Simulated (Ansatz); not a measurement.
Cl₃H₂HfN (`[NH2][Hf]([Cl])([Cl])[Cl]`). Charge 0, multiplicity 1. Hf: def2 effective core potential. The geometry is a stationary point of PBE0-D4/def2-TZVP. It is one conformer, not always the lowest.

```xyz
7

N     0.940   -0.744    0.442
Hf   -0.539    0.401   -0.253
Cl   -1.013   -0.354   -2.412
Cl   -2.328    0.214    1.240
Cl    0.180    2.630   -0.305
H     1.184   -0.864    1.416
H     1.576   -1.283   -0.129
```

**Question.** What is the dipole moment at PBE/def2-TZVPP? (An estimate is asked.)

**Answer.** Ansatz gave: 2.66 D, with components (1.85, -1.73, 0.82) D in this frame, pointing from negative to positive charge.

**Question.** And with r2SCAN, B3LYP, ωB97M-V? (Estimate.)

**Answer.** Ansatz gave: r2SCAN 2.72 D, B3LYP 2.66 D, ωB97M-V 2.65 D.

**Question.** Give the Mulliken charges with PBE, ωB97M-V, B3LYP in def2-TZVPP. (An estimate is asked.)

**Answer.** Ansatz gave: 
```tsv
atom	PBE	ωB97M-V	B3LYP
N1	-0.39	-0.38	-0.42
Hf2	0.74	0.79	0.87
Cl3	-0.22	-0.22	-0.25
Cl4	-0.22	-0.22	-0.25
Cl5	-0.23	-0.23	-0.26
H6	0.16	0.13	0.15
H7	0.16	0.13	0.15
```

B3LYP here is the variant with VWN-RPA as its local correlation; programs differ in this.
